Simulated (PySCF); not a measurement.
## `O=C(Cl)c1sccc1[SiH3]`, C₅H₅ClOSSi

Molfile (atoms numbered from 1):
```
C5H5ClOSSi
     RDKit          3D

 14 14  0  0  0  0  0  0  0  0999 V2000
   -2.1633    1.3437    0.0615 O   0  0  0  0  0  0  0  0  0  0  0  0
   -1.0506    1.7781    0.1661 C   0  0  0  0  0  0  0  0  0  0  0  0
   -0.7902    3.5134    0.3889 Cl  0  0  0  0  0  0  0  0  0  0  0  0
    0.1439    1.0035    0.1272 C   0  0  0  0  0  0  0  0  0  0  0  0
    1.7462    1.6507    0.2791 S   0  0  0  0  0  0  0  0  0  0  0  0
    2.3960    0.0776    0.1183 C   0  0  0  0  0  0  0  0  0  0  0  0
    1.4380   -0.8812   -0.0427 C   0  0  0  0  0  0  0  0  0  0  0  0
    0.1299   -0.3673   -0.0404 C   0  0  0  0  0  0  0  0  0  0  0  0
   -1.4886   -1.3245   -0.2309 Si  0  0  0  0  0  4  0  0  0  0  0  0
    3.4606   -0.0563    0.1507 H   0  0  0  0  0  0  0  0  0  0  0  0
    1.6608   -1.9263   -0.1596 H   0  0  0  0  0  0  0  0  0  0  0  0
   -2.1623   -0.8974   -1.4503 H   0  0  0  0  0  0  0  0  0  0  0  0
   -2.2726   -1.1943    0.9904 H   0  0  0  0  0  0  0  0  0  0  0  0
   -1.0486   -2.7202   -0.3808 H   0  0  0  0  0  0  0  0  0  0  0  0
  1  2  2  0
  2  3  1  0
  2  4  1  0
  4  5  1  0
  5  6  1  0
  6  7  2  0
  7  8  1  0
  8  9  1  0
  8  4  2  0
  6 10  1  0
  7 11  1  0
  9 12  1  0
  9 13  1  0
  9 14  1  0
M  END
```

Computed, not measured: GIAO KT3/pcSseg-1 magnetisability, rotational g tensor and spin-rotation constants, non-relativistic, gas phase in PySCF 2.14.0. Geometry: GFN2-xTB.

Give the nuclear spin-rotation constants along the inertial axes (H = +C I·J) beside the isotropic shieldings.

Rotational constants 1.2920, 0.9840, 0.5624 GHz. A star marks the isotopologue with that one atom substituted, in its own axes.
```tsv
atom	isotope	Caa (kHz)	Cbb (kHz)	Ccc (kHz)	mean (kHz)	σ (ppm)
Cl3	35Cl	0.175	0.531	0.242	0.316	527.6
H10	1H	-0.116	0.099	-0.063	-0.027	24.3
H11	1H	0.134	-0.092	-0.060	-0.006	24.4
H12	1H	-0.112	-0.055	0.004	-0.054	27.3
H13	1H	-0.112	-0.055	0.005	-0.054	27.3
H14	1H	0.056	-0.084	-0.051	-0.027	27.5
O1	17O*	-0.665	-0.709	-0.073	-0.482	-156.9
C2	13C*	0.630	0.296	0.160	0.362	25.9
C4	13C*	0.436	0.425	0.128	0.330	44.4
S5	33S*	0.533	0.396	0.165	0.364	258.5
C6	13C*	0.457	0.437	0.091	0.329	50.8
C7	13C*	0.546	0.346	0.096	0.329	54.9
C8	13C*	0.564	0.436	0.069	0.356	43.4
Si9	29Si*	-0.679	-0.492	-0.303	-0.491	442.2
```
For the geometry as given, no vibrational averaging.
